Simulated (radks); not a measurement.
Species: Kr I. Configuration: [Ar] 3d9 4s2 4p6 5s1 (not the ground configuration). All-electron calculation, Dirac Kohn-Sham, PBE, spin-unpolarised, spherical densities, point nucleus; open shells are shared between the two j in proportion to 2j + 1. Program: a radial shooting solver on a logarithmic mesh with Libxc functionals.

Spin-orbit splittings of the eigenvalues, e(l+1/2) - e(l-1/2), with zeta = 2 splitting/(2l+1) and mean radii in bohr:

shell  occ.  splitting (eV)  zeta (eV)  <r> j=l-1/2  <r> j=l+1/2
2p        6               ?          ?       0.1573       0.1613
3p        6           8.114      5.409       0.5274       0.5375
3d        9           1.368     0.5472       0.5379       0.5415
4p        6          0.8081     0.5387        1.730        1.767
5p        0         0.02772    0.01848        7.544        7.663

Estimate the 2p splitting.

Answer. 53.81 eV (zeta = 35.87 eV).
